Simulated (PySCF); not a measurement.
C₈H₁₂P (charge +1).
Atom-mapped SMILES: `[CH:1]#[C:2][CH2:3][PH2+:4][C:5]1=[CH:6][CH2:7][CH2:8][CH2:9]1` (hydrogens: H10 on C1; H11, H12 on C3; H13, H14 on P4; H15 on C6; H16, H17 on C7; H18, H19 on C8; H20, H21 on C9)

The closed-shell ground state was solved at several levels (PySCF, density fitting, gas phase, non-relativistic). The structure is a single PBE0-D3(BJ)/def2-SVP conformer in the gas phase; no vibrational or solvent corrections.

```
              level  basis functions  HOMO (eV)  LUMO (eV)  gap (eV)
  mPW1PW91/pcSseg-1              220     -11.74      -5.44      6.30
CAM-B3LYP/def2-SVPD              280     -12.96      -4.22      8.74
```

Question: What might PBE0/pcSseg-1 (220 basis functions) give for the same quantities?

Answer: HOMO -11.70 eV, LUMO -5.43 eV, gap 6.27 eV.

Question: Over all these levels, which gives the widest orbital gap and which the narrowest?

Answer: CAM-B3LYP/def2-SVPD (range-separated hybrid) has the widest, 8.74 eV, and PBE0/pcSseg-1 (global hybrid, 25 % exact exchange) the narrowest, 6.27 eV. Functional and basis both differ between the two, so the spread mixes both effects.
